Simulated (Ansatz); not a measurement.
Frontier orbitals of `CC#[N+][B-](C)(Cl)Cl`.

```xyz
13

C     0.223    2.732   -0.318
C     0.070    1.300   -0.333
N    -0.053    0.168   -0.361
B    -0.231   -1.406   -0.432
C    -0.010   -2.009    1.019
Cl   -1.951   -1.616   -1.072
Cl    1.047   -1.928   -1.659
H    -0.691    3.198   -0.690
H     1.060    3.014   -0.959
H     0.415    3.072    0.701
H     0.996   -1.807    1.397
H    -0.740   -1.626    1.737
H    -0.133   -3.094    0.970
```

The species carries charge 0 and has multiplicity 1. The structure was optimised at the PBE0-D4/def2-TZVP level. Basis def2-TZVPP, Ansatz.

```tsv
functional	HOMO (eV)	LUMO (eV)	gap (eV)
LDA (SPW92)	-6.28	-2.37	3.91
PBE	-6.15	-2.16	3.99
PBE0	-7.50	-1.14	6.36
B3LYP	-7.23	-1.39	5.84
r2SCANh	-6.97	-1.57	5.40
ωB97M-V	-9.74	1.04	10.78
HF	-10.68	2.33	13.01
```

From PBE to PBE0 the HOMO moves by −1.35 eV and the LUMO by +1.02 eV, and with ωB97M-V by −3.59 and +3.20 eV, so the gap grows from 3.99 to 10.79 eV with exact exchange. A positive LUMO is unbound and depends on the basis.

B3LYP here is the variant with VWN-RPA as its local correlation; programs differ in this.
